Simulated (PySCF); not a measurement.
Field gradients at the hydrogen positions

C7H14N2.
Atom-mapped SMILES: `[CH3:1][CH2:2][CH2:3][CH2:4][N:5]1[CH2:6][CH2:7][CH:8]=[N:9]1` (hydrogens: H10, H11, H12 on C1; H13, H14 on C2; H15, H16 on C3; H17, H18 on C4; H19, H20 on C6; H21, H22 on C7; H23 on C8)

Structure used (GFN2-xTB), in Å, numbered top down from 1:
```
atom  x, y, z in Å
C1     2.7784    0.4011    1.2644
C2     1.6513    0.5753    0.2541
C3     1.3571   -0.7250   -0.4883
C4     0.2410   -0.5674   -1.5333
N5    -1.0400   -0.1832   -1.0142
C6    -1.8038   -1.0417   -0.1019
C7    -2.7886   -0.0614    0.5519
C8    -2.2557    1.2530    0.0266
N9    -1.2938    1.1159   -0.7938
H10    2.9800    1.3377    1.7783
H11    2.5140   -0.3479    2.0084
H12    3.6904    0.0794    0.7655
H13    1.9225    1.3453   -0.4707
H14    0.7504    0.9153    0.7677
H15    1.0847   -1.5035    0.2284
H16    2.2578   -1.0594   -1.0078
H17    0.5257    0.2074   -2.2488
H18    0.1136   -1.5134   -2.0716
H19   -1.1444   -1.5111    0.6374
H20   -2.2989   -1.8295   -0.6758
H21   -3.8154   -0.2231    0.2173
H22   -2.7772   -0.1018    1.6422
H23   -2.6537    2.2171    0.2739
```

Level: PBE0/pcSseg-1 (PySCF, non-relativistic); Q(2H) = 0.00286 b; rigid geometry, the same for H and D, with no vibrational averaging.

Task: Rank these positions by the coupling χzz of a deuteron there, largest first.
A. H14 (methylene hydrogen)
B. H11 (methyl hydrogen)
C. H18 (methylene hydrogen)
D. H23 (hydrogen on a C=N carbon)

Result: D (233 kHz), B (211 kHz), A (203 kHz), C (198 kHz).

Task: Give the electric field gradient Vzz (the principal value of largest size), its asymmetry and the 2H coupling at each hydrogen.

Result: 
```tsv
atom	bonded to	bond length (Å)	Vzz (au)	η	χzz (kHz)
H10	C1	1.087	0.3174	0.01	213
H11	C1	1.088	0.3147	0.02	211
H12	C1	1.088	0.3148	0.02	212
H13	C2	1.092	0.3046	0.03	205
H14	C2	1.091	0.3028	0.03	203
H15	C3	1.093	0.3046	0.02	205
H16	C3	1.092	0.3046	0.02	205
H17	C4	1.092	0.2969	0.04	200
H18	C4	1.096	0.2943	0.05	198
H19	C6	1.096	0.2923	0.04	196
H20	C6	1.093	0.2984	0.03	201
H21	C7	1.092	0.3051	0.02	205
H22	C7	1.091	0.3067	0.02	206
H23	C8	1.072	0.3464	0.08	233
```

Task: How does χzz go with the bond length over the 14 C–H bonds?

Result: A straight-line fit has a slope of -15.1 kHz for each 0.01 Å, with a correlation coefficient of -0.98, over lengths from 1.072 to 1.096 Å. The longer bonds have the smaller couplings here.

Isolated species at its GFN2-xTB geometry (one conformer only). GFN2-xTB bond lengths can be off by several hundredths of an ångström, more for odd bonds, and the gradients follow them. The basis is small and wasn't made for field gradients, so the couplings can be 20 % off.
